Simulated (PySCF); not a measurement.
F2H2O2Si, SMILES O[Si](O)(F)F. Atoms are numbered in the order given.

```xyz
7

O     -0.2512     1.5997    -0.1315
Si     0.0147    -0.0078     0.0089
O      1.6152    -0.3015    -0.0199
F     -0.7644    -0.7859    -1.1664
F     -0.5854    -0.6064     1.3716
H     -1.1466     1.9112    -0.2975
H      2.1771     0.3420    -0.4627
```
Charge 0, spin multiplicity 1.

The structure is a stationary point at ωB97X-D3(BJ)/def2-SVP. Other conformers were not sampled.

These are PBE0/pcSseg-1 run with PySCF values and carry that method's errors.

GIAO shieldings, no solvent; atoms listed in one row are averaged. δ = σ(ref) − σ: ¹⁷O against H2O (σ = 334.2 ppm); ²⁹Si against TMS (σ = 352.7 ppm); ¹⁹F against CFCl3 (σ = 167.2 ppm); ¹H against TMS (σ = 31.56 ppm), references at their B3LYP-D3(BJ)/def2-TZVP geometries, non-relativistic.

Computed chemical shifts:
```csv
nucleus,atoms,count,δ (ppm)
¹⁷O,O1,1,41.6
¹⁷O,O3,1,34.9
²⁹Si,Si2,1,-80.9
¹⁹F,F4,1,-158.9
¹⁹F,F5,1,-166.8
¹H,H7,1,2.60
¹H,H6,1,2.50
```
